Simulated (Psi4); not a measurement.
C$_{3}$H$_{9}$Al, singlet (typed; the unrestricted solution is spin-contaminated), geometry from GFN2-xTB (such geometries of metal compounds can be far from the true shape), with bond 12-10 at 1.8 times its length; HF/STO-3G (Psi4).

Psi4 was given this input:
```
memory 2 GB

molecule mol {
0 1
Al    0.013776    0.005364    0.001119
C    -1.367121   -1.423289   -0.177128
H    -1.449591   -1.801698   -1.201667
H    -2.369334   -1.074526    0.094358
H    -1.151179   -2.287400    0.460506
C    -0.160273    1.696227   -1.043094
H     0.696765    1.872642   -1.701937
H    -0.231015    2.580975   -0.401292
H    -1.051819    1.697710   -1.679555
C     1.568750   -0.257473    1.222865
H     2.240815    0.607500    1.227244
H     2.662617   -1.821077    0.727231
H     1.263117   -0.423591    2.261461
}

set {
  basis sto-3g
  reference uhf
  stability_analysis follow
  scf_type pk
}

energy('scf')
print_variables()
```

**Question.** Write the output that Psi4 gives for this input, abridged.

**Answer.** 
```
   => Loading Basis Set <=

    Name: STO-3G
    Role: ORBITAL
    Keyword: BASIS

         ---------------------------------------------------------
                                   SCF
               by Justin Turney, Rob Parrish, Andy Simmonett
                          and Daniel G. A. Smith
                              UHF Reference
         ---------------------------------------------------------

  ==> Geometry <==

    Molecular point group: c1
    Full point group: C1

    Geometry (in Angstrom), charge = 0, multiplicity = 1:

       Center              X                  Y                   Z               Mass
    ------------   -----------------  -----------------  -----------------  -----------------
         AL          -0.006808059171     0.009864059328     0.003248220027    26.981538530000
         C           -1.387705059171    -1.418788940672    -0.174998779973    12.000000000000
         H           -1.470175059171    -1.797197940672    -1.199537779973     1.007825032230
         H           -2.389918059171    -1.070025940672     0.096487220027     1.007825032230
         H           -1.171763059171    -2.282899940672     0.462635220027     1.007825032230
         C           -0.180857059171     1.700727059328    -1.040964779973    12.000000000000
         H            0.676180940829     1.877142059328    -1.699807779973     1.007825032230
         H           -0.251599059171     2.585475059328    -0.399162779973     1.007825032230
         H           -1.072403059171     1.702210059328    -1.677425779973     1.007825032230
         C            1.548165940829    -0.252972940672     1.224994220027    12.000000000000
         H            2.220230940829     0.612000059328     1.229373220027     1.007825032230
         H            2.642032940829    -1.816576940672     0.729360220027     1.007825032230
         H            1.242532940829    -0.419090940672     2.263590220027     1.007825032230

  Running in c1 symmetry.

  Rotational constants: A =      0.15846  B =      0.15423  C =      0.08300 [cm^-1]
  Rotational constants: A =   4750.47473  B =   4623.77630  C =   2488.22719 [MHz]
  Nuclear repulsion =  146.703813836219553

  Charge       = 0
  Multiplicity = 1
  Electrons    = 40
  Nalpha       = 20
  Nbeta        = 20

  ==> Algorithm <==

  SCF Algorithm Type is PK.
  DIIS enabled.
  MOM disabled.
  Fractional occupation disabled.
  Guess Type is SAD.
  Energy threshold   = 1.00e-06
  Density threshold  = 1.00e-06
[...]
    Wavefunction unstable!
    Rotating orbitals by 0.5 * pi / 2 radians along unstable eigenvector.
[...]
    Wavefunction stable under totally symmetric rotations.
    Lowest totally symmetric eigenvalue: 0.213279
    Lowest UHF->UHF stability eigenvalues:
       A 0.213279

    Stability analysis over.

  ==> Post-Iterations <==

   @Spin Contamination Metric:   7.575703942E-01
   @S^2 Expected:                0.000000000E+00
   @S^2 Observed:                7.575703942E-01
   @S   Expected:                0.000000000E+00
   @S   Observed:                0.000000000E+00

    Orbital Energies [Eh]
    ---------------------

    Alpha Occupied:

[...]
    Alpha Virtual:

[...]
      33A      0.814530

    Beta Occupied:

[...]
    Beta Virtual:

[...]
      33A      0.800422

    Final Occupation by Irrep:
              A
    DOCC [    20 ]
    SOCC [     0 ]
    NA   [    20 ]
    NB   [    20 ]

  @UHF Final Energy:  -356.35834065629621

   => Energetics <=

    Nuclear Repulsion Energy =            146.7038138362195525
    One-Electron Energy =                -784.6882957244790759
    Two-Electron Energy =                 281.6261412319633450
    Total Energy =                       -356.3583406562962068

  UHF NO Occupations:
  HONO-2 :   18  A 1.9987822
  HONO-1 :   19  A 1.9979995
  HONO-0 :   20  A 1.5011931
  LUNO+0 :   21  A 0.4988069
  LUNO+1 :   22  A 0.0020005
  LUNO+2 :   23  A 0.0012178
  LUNO+3 :   24  A 0.0011499

Computation Completed

Properties will be evaluated at   0.000000,   0.000000,   0.000000 [a0]

Properties computed using the SCF density matrix

 Multipole Moments:

 ------------------------------------------------------------------------------------
     Multipole            Electronic (a.u.)      Nuclear  (a.u.)        Total (a.u.)
 ------------------------------------------------------------------------------------

 L = 1.  Multiply by 2.5417464519 to convert [e a0] to [Debye]
 Dipole X            :         -0.4933341            0.4048505           -0.0884837
 Dipole Y            :          0.7361366           -0.5800337            0.1561029
 Dipole Z            :          0.2396218           -0.1853390            0.0542828
 Magnitude           :                                                    0.1874675

 ------------------------------------------------------------------------------------

  Variable Map:
  ----------------------------------------------------------------------------
[...]
  Array Variable Map:
  ----------------------------------------------------------------------------
[...]
[...]
```
